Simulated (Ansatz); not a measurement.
Nudged elastic band run: CH$_{2}$OSSi

Input file:

```yaml
crystal:
  periodic: [false, false, false]
  atoms:
    - { symbol: O, position_ang: [-0.637228, -2.080232, 0.524168] }
    - { symbol: C, position_ang: [-0.448506, -0.992275, 0.161627] }
    - { symbol: Si, position_ang: [0.42835, 0.634332, -0.016752] }
    - { symbol: S, position_ang: [-1.426921, 0.147162, -0.936985] }
    - { symbol: H, position_ang: [1.640138, 0.715873, -0.844126] }
    - { symbol: H, position_ang: [0.444166, 1.57515, 1.112069] }
basis:
  gaussian: { orbitals: def2-SVP }
hamiltonian:
  xc: hf
neb:
  order_check: false
  images: 9
  f_tol: 0.5
  max_iterations: 60
  final_atoms:
    - { symbol: O, position_ang: [-1.10709718, -2.9206229, 1.00253402] }
    - { symbol: C, position_ang: [-0.55060164, -1.96804623, 0.93228109] }
    - { symbol: Si, position_ang: [0.94503141, 1.04321292, 0.46680471] }
    - { symbol: S, position_ang: [-0.01124109, 1.36033685, -1.4217845] }
    - { symbol: H, position_ang: [1.0408903, 1.12014846, -2.20932364] }
    - { symbol: H, position_ang: [-0.3169828, 1.3649809, 1.22948932] }
  initial_path:
    images:
      - { positions_ang: [[-0.637228, -2.080232, 0.524168], [-0.448506, -0.992275, 0.161627], [0.42835, 0.634332, -0.016752], [-1.426921, 0.147162, -0.936985], [1.640138, 0.715873, -0.844126], [0.444166, 1.57515, 1.112069]] }
      - { positions_ang: [[-0.66731875, -2.06329833, 0.52737072], [-0.43139988, -0.98164636, 0.1718351], [0.4890879, 0.61825217, 0.06289613], [-1.29114231, 0.14759748, -0.98315911], [1.47895993, 0.70073705, -0.92992441], [0.42181211, 1.57836798, 1.15098256]] }
      - { positions_ang: [[-0.6974095, -2.04636465, 0.53057345], [-0.41429376, -0.97101771, 0.18204321], [0.54982579, 0.60217234, 0.14254426], [-1.15536363, 0.14803296, -1.02933321], [1.31778187, 0.68560111, -1.01572283], [0.39945822, 1.58158596, 1.18989612]] }
      - { positions_ang: [[-0.72750024, -2.02943098, 0.53377617], [-0.39718765, -0.96038907, 0.19225131], [0.61056369, 0.58609251, 0.22219239], [-1.01958494, 0.14846844, -1.07550732], [1.1566038, 0.67046516, -1.10152124], [0.37710434, 1.58480393, 1.22880969]] }
      - { positions_ang: [[-0.75759099, -2.0124973, 0.5369789], [-0.38008153, -0.94976042, 0.20245941], [0.67130159, 0.57001268, 0.30184052], [-0.88380625, 0.14890391, -1.12168143], [0.99542573, 0.65532922, -1.18731966], [0.35475045, 1.58802191, 1.26772325]] }
      - { positions_ang: [[-0.78768174, -1.99556363, 0.54018162], [-0.36297541, -0.93913178, 0.21266751], [0.73203949, 0.55393285, 0.38148865], [-0.74802756, 0.14933939, -1.16785553], [0.83424767, 0.64019327, -1.27311807], [0.33239656, 1.59123989, 1.30663681]] }
      - { positions_ang: [[-0.85156483, -2.18057548, 0.6326521], [-0.40050066, -1.14491467, 0.35659023], [0.77463787, 0.65178886, 0.39855187], [-0.60067027, 0.39153888, -1.21864133], [0.87557619, 0.73618431, -1.46035918], [0.20252069, 1.54598809, 1.29120731]] }
      - { positions_ang: [[-0.91544792, -2.36558733, 0.72512258], [-0.4380259, -1.35069756, 0.50051294], [0.81723625, 0.74964488, 0.41561508], [-0.45331297, 0.63373837, -1.26942712], [0.91690472, 0.83217535, -1.6476003], [0.07264482, 1.5007363, 1.27577782]] }
      - { positions_ang: [[-0.979331, -2.55059919, 0.81759306], [-0.47555115, -1.55648045, 0.64443566], [0.85983464, 0.84750089, 0.43267829], [-0.30595568, 0.87593787, -1.32021292], [0.95823325, 0.92816638, -1.83484141], [-0.05723106, 1.4554845, 1.26034832]] }
      - { positions_ang: [[-1.04321409, -2.73561104, 0.91006354], [-0.51307639, -1.76226334, 0.78835838], [0.90243302, 0.94535691, 0.4497415], [-0.15859839, 1.11813736, -1.37099871], [0.99956177, 1.02415742, -2.02208253], [-0.18710693, 1.4102327, 1.24491882]] }
      - { positions_ang: [[-1.10709718, -2.9206229, 1.00253402], [-0.55060164, -1.96804623, 0.93228109], [0.94503141, 1.04321292, 0.46680471], [-0.01124109, 1.36033685, -1.4217845], [1.0408903, 1.12014846, -2.20932364], [-0.3169828, 1.3649809, 1.22948932]] }
```

Command:

```bash
$ ansatz run input.yaml --threads 1 --pin off --max-ram 2048MiB --backend cpu --events-out ev --progress --plain --runs-dir out
```

Output, in part (warnings, iteration lines, the closing report on the highest movable image, with atoms numbered from 0):

```
NEB end point (image 0): max|allowed force component| = 1.127e-2 eV/Å (the criterion of neb.relax_end_points is 1.000e-1)
NEB end point (image 10): max|allowed force component| = 1.670e-2 eV/Å (the criterion of neb.relax_end_points is 1.000e-1)
NEB iter   1: max|band force component| = 5.887e0 eV/Å  barrier→ = 3.5257 eV  barrier← = 4.1137 eV  Δτ_max = 0.2000 Å  (494 SCF iters)
NEB iter   2: max|band force component| = 2.363e0 eV/Å  barrier→ = 2.8108 eV  barrier← = 3.3988 eV  Δτ_max = 0.2000 Å  (368 SCF iters)
NEB iter   3: max|band force component| = 3.250e0 eV/Å  barrier→ = 2.8144 eV  barrier← = 3.4024 eV  Δτ_max = 0.1013 Å  (340 SCF iters)
NEB iter   4: max|band force component| = 1.749e0 eV/Å  barrier→ = 2.4787 eV  barrier← = 3.0666 eV  Δτ_max = 0.0997 Å  (334 SCF iters)
NEB iter   5: max|band force component| = 1.393e0 eV/Å  barrier→ = 2.3874 eV  barrier← = 2.9754 eV  Δτ_max = 0.0997 Å  (344 SCF iters)
NEB iter   6: max|band force component| = 9.141e-1 eV/Å  barrier→ = 2.5154 eV  barrier← = 3.1034 eV  Δτ_max = 0.0999 Å  (343 SCF iters)
NEB iter   7: max|band force component| = 1.252e0 eV/Å  barrier→ = 2.6338 eV  barrier← = 3.2218 eV  Δτ_max = 0.0499 Å  (333 SCF iters)
NEB iter   8: max|band force component| = 7.478e-1 eV/Å  barrier→ = 2.6042 eV  barrier← = 3.1922 eV  Δτ_max = 0.0501 Å  (337 SCF iters)
NEB iter   9: max|band force component| = 8.652e-1 eV/Å  barrier→ = 2.5524 eV  barrier← = 3.1404 eV  Δτ_max = 0.0251 Å  (326 SCF iters)
NEB iter  10: max|band force component| = 5.974e-1 eV/Å  barrier→ = 2.5117 eV  barrier← = 3.0997 eV  Δτ_max = 0.0252 Å  (315 SCF iters)
NEB iter  11: max|band force component| = 1.044e0 eV/Å  barrier→ = 2.4692 eV  barrier← = 3.0572 eV  CI = image 3  Δτ_max = 0.0498 Å  (306 SCF iters)
NEB iter  12: max|band force component| = 5.629e-1 eV/Å  barrier→ = 2.5455 eV  barrier← = 3.1334 eV  CI = image 3  Δτ_max = 0.0453 Å  (304 SCF iters)
NEB iter  13: max|band force component| = 1.705e-1 eV/Å  barrier→ = 2.5653 eV  barrier← = 3.1533 eV  CI = image 3  Δτ_max = 0.0000 Å  (674 SCF iters)
Total energy: -21767.02219132 eV, -799.9233113133 hartree
Atom 0 at    -0.795880    -1.863222     0.648424 Å, force     0.013114     0.099195    -0.145110 eV/Å
Atom 1 at    -0.371332    -0.906179     0.131200 Å, force    -0.033865    -0.092915     0.167562 eV/Å
Atom 2 at     0.951813     0.463018     0.375456 Å, force     0.146115     0.104997    -0.019371 eV/Å
Atom 3 at    -0.886764     0.065770    -1.261211 Å, force    -0.157766    -0.059668    -0.093179 eV/Å
Atom 4 at     0.788479     0.758256    -1.150964 Å, force     0.045315    -0.028356     0.092219 eV/Å
Atom 5 at     0.313683     1.482367     1.257097 Å, force    -0.012913    -0.023252    -0.002120 eV/Å
Dipole moment:     0.392720     0.453044     0.021973 e Å
```

The forces met the threshold. The threshold of 0.5 eV/Å is loose, so the images may lie well off the minimum-energy path. Neighbouring images differ by up to 1.2 eV, so the band resolves the path poorly. Another band between the same ends (9 images) ends at a top of the same energy, where a vibrational analysis finds 1 clearly imaginary mode. The orbitals stay closed-shell, which can raise the energy where a bond breaks towards radicals; this wasn't checked here.

Final band (atoms are numbered from 1 in the order of the input):

| image | path coordinate (Å) | energy (kJ/mol) | C2–Si3 (Å) | C2–S4 (Å) | Si3–H5 (Å) |
| --- | --- | --- | --- | --- | --- |
| 0 | 0.00 | 0.0 | 1.86 | 1.86 | 1.47 |
| 1 | 0.49 | 35.7 | 1.86 | 1.79 | 1.45 |
| 2 | 0.97 | 154.3 | 1.89 | 1.73 | 1.45 |
| 3 | 1.46 | 247.5 | 1.92 | 1.77 | 1.56 |
| 4 | 2.04 | 149.4 | 1.94 | 1.88 | 2.15 |
| 5 | 2.63 | 133.2 | 1.93 | 1.95 | 2.57 |
| 6 | 3.21 | 52.7 | 1.93 | 2.36 | 2.58 |
| 7 | 3.79 | -33.5 | 2.11 | 2.84 | 2.67 |
| 8 | 4.37 | -48.4 | 2.60 | 3.30 | 2.68 |
| 9 | 4.95 | -55.5 | 3.12 | 3.71 | 2.68 |
| 10 | 5.53 | -56.7 | 3.39 | 4.11 | 2.68 |

Time of the run: 77 s on 1 thread of Intel(R) Xeon(R) Gold 6455B (Sapphire Rapids) (shared host), peak memory 0.14 GiB.
